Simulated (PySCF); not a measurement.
These compounds are isomers of formula C4H8O3Si.

A. `CC(=O)C(=O)C[SiH2]O`
B. SMILES OC(C[SiH2]OC=C)=O
C. `C=C(OC)C(=O)O[SiH3]`

Spectrum 1. 13C{1H} NMR (computed): δ 217.5 (C), 205.4 (C), 39.0 (CH2), 27.7 (CH3).

Spectrum 2. 13C{1H} NMR (computed): δ 169.4 (C), 161.1 (C), 99.6 (CH2), 56.6 (CH3).

Spectrum 3. 13C{1H} NMR (computed): δ 179.2 (C), 156.6 (CH), 94.7 (CH2), 21.3 (CH2).

[PySCF 2.14.0 with density-fitted response routines: NMR shieldings at PBE0/pcSseg-1/GIAO; structure optimised with GFN2-xTB; one computed conformer; no relativistic terms; averaged over atoms made equivalent by symmetry, fast rotation or ring inversion; no solvent]

Scale: 13C vs TMS (reference shieldings calculated alike). Acid and N–H amide carbonyl carbons lie up to 10 ppm further downfield in solution (hydrogen bonding). Shifts are as computed. Against solution values, carbons near 30 ppm lie about +3 ppm off and those near 130 ppm about +5 ppm. Of 1211 compounds with measured shifts, 218 miss one by over three times the rms of a fit or turn the order of signals round; such compounds aren't used in these exercises.

Question: Which spectrum belongs to which compound?

Answer: 1–A, 2–C, 3–B.

- Spectrum 1 (A): 4 13C signals; δC 217.5 is a ketone carbonyl carbon; δC 205.4 is a ketone carbonyl carbon.
- Spectrum 2 (C): 4 13C signals; δC 161.1 is an alkene carbon bearing oxygen; δC 56.6 is a methyl carbon bonded to O.
- Spectrum 3 (B): 4 13C signals; δC 179.2 is a carboxylic acid carbon; δC 156.6 is an alkene carbon bearing oxygen.
